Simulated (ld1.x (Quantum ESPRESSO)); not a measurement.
## What one change does to a pseudopotential (hafnium (Hf), TM semilocal)

Hf, norm-conserving Troullier–Martins (semilocal form), made with ld1.x (Quantum ESPRESSO) 7.5 (PBE, scalar-relativistic). Core [Kr] 4d10 4f14 5s2, reference 5p6 5d2 6s2 6p0. Waves: 6s (bound): rc 2.20 bohr; 5p (bound): rc 1.20 bohr; 5d (bound): rc 2.15 bohr. Local part: the d channel. Core correction: none.

Change: wave 5p (bound): rc 1.20 bohr becomes 5p (bound): rc 1.82 bohr.

Cutoffs: the cutoffs (Ry, on a coarse ladder) from which the occupation-weighted sum of valence levels, in a spherical-Bessel basis at the reference potential, stays within 10 and 1 mRy of its value at 400 Ry; they do not see the model core or the augmentation charge, which bear on the density cutoff. Errors are all-electron minus pseudo energies relative to the spin-unpolarised reference configuration.

Q: What does the change do?

A: The potential gets softer (100 Ry and 120 Ry → 35 Ry and 70 Ry); of the 7 tests that both files solve, the error grows in 1 and shrinks in 0 by more than 15 % and 0.3 meV (median size 9.0 → 17.1 meV); neither file shows a bound ghost. A larger radius leaves more room for a smooth pseudo-wave, so fewer plane waves are needed. A semilocal file is local in each channel, so a ghost entry of none says nothing of the separable form that plane-wave codes build from it.

```tsv
quantity	base	changed
cutoff, loose	100 Ry	35 Ry
cutoff, tight	120 Ry	70 Ry
loose cutoff by channel (10 mRy a level)	s 12 Ry, p 45 Ry, d 21 Ry	s 12 Ry, p 18 Ry, d 21 Ry
bound ghosts	none	none
error for 5p6 5d2 6s1 6p0, meV [ΔE 7.98 eV]	+0.8	+1.0
error for 5p6 5d2 6s0 6p0, meV [ΔE 22.16 eV]	+22	+23
error for 5p6 5d1 6s0 6p0, meV [ΔE 43.95 eV]	+67	+68
error for 5p6 5d3 6s1 6p0, meV [ΔE 2.59 eV]	-9.0	-8.4
error for 5p6 5d2.5 6s1.5 6p0, meV [ΔE 1.26 eV]	-3.2	-3.0
error for 5p6 5d2 6s1 6p1, meV [ΔE 3.83 eV]	+8.8	+62
error for 5p6 5d1 6s2 6p0, meV [ΔE 6.50 eV]	+16	+17
s: phases at 2.41 bohr within 0.05 rad from the reference energy up to (Ry; the scan ends near 5)	0.1	0.1
p: phases at 2.41 bohr within 0.05 rad from the reference energy up to (Ry; the scan ends near 5)	1.5	0.6
d: phases at 2.41 bohr within 0.05 rad from the reference energy up to (Ry; the scan ends near 5)	3.8	3.8
```
